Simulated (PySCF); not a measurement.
Structure problem from calculated spectra and properties.

Formula: C7H4ClFO.

* 1H NMR: chemical shifts (computed TMS as zero) by class: 8.12 (1 H), 7.62 (1 H), 7.26 (1 H), 7.19 (1 H) ppm [GIAO B97-2/pcSseg-1]
* NMR, other nuclei: isotropic shieldings of nuclei other than C and H, by class: -227 (1 O), 280 (1 F), 472 (1 Cl) ppm [GIAO B97-2/pcSseg-1]
* Triplet: lowest triplet excitation (Tamm–Dancoff): 3.64 eV [TDA B3LYP/def2-SVPD]
* Rotational structure: rotational constants A, B, C: 2.122, 0.909, 0.644 GHz [PBE0-D3(BJ)/def2-SVP]
* UV, strongest line: among the 10 lowest singlet transitions: S8 at 6.54 eV (190 nm, f = 0.236) [TDDFT B3LYP/def2-SVPD]
* Polarisability: 100.3 au [B3LYP/def2-SVPD]
* 13C NMR: chemical shifts (computed TMS as zero) by class: 169.4 (1 C), 167.1 (1 C), 139.6 (1 C), 137.1 (1 C), 125.6 (1 C), 122.1 (1 C), 120.3 (1 C) ppm [GIAO B97-2/pcSseg-1]
* UV, first state: lowest singlet excitation: 4.43 eV (280 nm, f = 0.004) [TDDFT B3LYP/def2-SVPD]
* Valence photoelectron: vertical ionisation energy: 9.74 eV [ΔSCF B3LYP/def2-SVPD]
* Dipole: 4.28 D [B3LYP/def2-SVPD]

The electronic properties come from PySCF, for the isolated species, density fitting. Levels stand in brackets. The structure is a single PBE0-D3(BJ)/def2-SVP conformer in the gas phase; no vibrational or solvent corrections. NMR classes are plain means over equivalent atoms (diastereotopic ones count apart unless rotation or inversion swaps them), as if these changed places fast.

Q: Propose a structure and show how it fits.

A: Numbering: `[O:1]=[C:2]([Cl:3])[c:4]1[cH:5][cH:6][cH:7][cH:8][c:9]1[F:10]`. Its formula, C7H4ClFO, gives 5 degrees of unsaturation: 1 ring and 4 π bonds in the structure found (Kekulé form). 7 carbons fall into 7 classes; from least to most shielded: acyl halide carbon [C2] (169.4 ppm), aromatic C–F carbon [C9] (167.1 ppm), aromatic CH carbon [C7] (139.6 ppm), aromatic CH carbon [C5] (137.1 ppm), aromatic CH carbon [C6] (125.6 ppm), substituted aromatic carbon [C4] (122.1 ppm), aromatic CH carbon [C8] (120.3 ppm). Hydrogen classes from least to most shielded: 1 H on an aromatic CH carbon, C5 (8.12 ppm), 1 H on an aromatic CH carbon, C7 (7.62 ppm), 1 H on an aromatic CH carbon, C6 (7.26 ppm), 1 H on an aromatic CH carbon, C8 (7.19 ppm). The other shieldings belong to: -227 ppm, carbonyl oxygen [O1]; 280 ppm, aryl fluorine [F10]; 472 ppm, chlorine bonded to C [Cl3]. The first electron is taken from the HOMO, whose largest Löwdin shares are 0.23 on an aromatic CH carbon, 0.19 on the aromatic C–F carbon and 0.14 on each of 2 atoms of one kind (aromatic CH carbon). The optimised geometry has point group C1 and is an asymmetric top. Structure: `O=C(Cl)c1ccccc1F`. Computed isomers that give other values at the same levels: `O=C(Cl)c1ccc(F)cc1` (rotational constant A: 3.056 GHz; this holds for the one conformer computed); `O=C(Cl)c1cccc(F)c1` (smallest rotational constant: 0.557 GHz; this holds for the one conformer computed); `O=C(F)c1ccc(Cl)cc1` (rotational constant A: 3.835 GHz; this holds for the one conformer computed). The assignments are read from this structure; whether some other isomer fits the data as well wasn't checked.

Conformer computed: `[O:1]=[C:2]([Cl:3])[c:4]1[cH:5][cH:6][cH:7][cH:8][c:9]1[F:10]`: O1–C2–C4–C5 13°.
